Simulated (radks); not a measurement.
Results of a calculation; reference values are marked as such.
Q: The mean radii <r> (bohr) of the occupied orbitals of an atom or ion are listed with their occupations. Code: a radial shooting solver on a logarithmic mesh with Libxc functionals. Model: scalar-relativistic Kohn-Sham, PBE, spin-unpolarised, spherical densities, point nucleus.

| orbital | occ. | <r> |
|---|---|---|
| 1s | 2 | 0.02150 |
| 2s | 2 | 0.09143 |
| 2p | 6 | 0.08082 |
| 3s | 2 | 0.2371 |
| 3p | 6 | 0.2352 |
| 3d | 10 | 0.2129 |
| 4s | 2 | 0.4920 |
| 4p | 6 | 0.5059 |

Name the element and its charge.

A: Z = 65, terbium, charge +29: Tb29+ in [Kr]. The 1s radius gives Z: for a bare nucleus <r> = (2 gamma + 1)/(2Z) with gamma = sqrt(1 - (Z/c)^2), 0.02124 bohr for Z = 65, and screening makes it slightly larger (0.02150 here). The occupations add up to 36, and the charge is Z minus that.
